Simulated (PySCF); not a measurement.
# Correlation energy of Fe (iron, neutral)

[Ar] 3d7 4s1, 4s spin antiparallel (an excited configuration). Calculation: PySCF 2.14, in def2-QZVPPD; no relativity, point nucleus. Frozen: [Ar]; 8 electrons correlated.

MP2 pair energies summed by pair of shells (mhartree):

```json
{"pair": "3d-3d", "energy": "-214.74", "share (%)": "90.9"}
{"pair": "3d-4s", "energy": "-21.50", "share (%)": "9.1"}
```

Total MP2 correlation energy: -236.24 mhartree.

Same-spin part -95.63 and opposite-spin part -140.61 mhartree; SCS-MP2 scales them by 1/3 and 6/5 to -200.61 mhartree.
